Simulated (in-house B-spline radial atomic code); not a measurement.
Configurations of Gd²⁺, with energies counted from [Xe] (4f5/2)6 (4f7/2)1 (5d3/2)1. Computed with a radial B-spline atomic code at the basis-set limit: Dirac-Hartree-Fock, average of each configuration as written, Fermi nucleus of rms radius 5.1569 fm. Energies include first-order Breit, QED and recoil terms.

Occupations are held fixed; configurations that lie above the ionisation limit could autoionise.

| configuration | E - E(ref) (eV) | highest orbital | its <r> (bohr) |
| --- | --- | --- | --- |
| [Xe] (4f5/2)5 (4f7/2)2 (5d5/2)1 | 3.4388 | 5d5/2 | 2.433 |
| [Xe] (4f5/2)3 (4f7/2)4 (5d5/2)1 | 6.1985 | 5d5/2 | 2.413 |
| [Xe] (4f5/2)2 (4f7/2)5 9s1 | 21.423 | 9s1/2 | 15.98 |
| [Xe] (4f7/2)6 (5d5/2)1 (8d3/2)1 | 28.826 | 8d3/2 | 15.31 |
| [Kr] 4d10 (4f5/2)6 (4f7/2)1 5s2 (5p1/2)2 (5p3/2)3 (5d5/2)1 7s1 | 36.184 | 7s1/2 | 6.593 |

(1) Order these further configurations by energy, lowest first.
A. [Xe] (4f5/2)1 (4f7/2)6 (5d3/2)1
B. [Xe] (4f5/2)5 (4f7/2)2 (7p1/2)1
C. [Xe] (4f5/2)4 (4f7/2)2 (5d5/2)1 7s1
D. [Xe] (4f5/2)5 (4f7/2)2 (9d5/2)1
E. [Kr] 4d10 (4f5/2)5 (4f7/2)2 5s2 (5p1/2)1 (5p3/2)4 (5d5/2)1 (6g9/2)1

(2) How far above the reference does [Xe] (4f5/2)3 (4f7/2)4 (8p1/2)1 lie?

Results:

(1) A (5.8733 eV), B (14.231 eV), D (19.416 eV), C (22.66 eV), E (49.406 eV).

(2) 20.06 eV; its least bound orbital is 8p1/2 with <r> = 12.1 bohr.
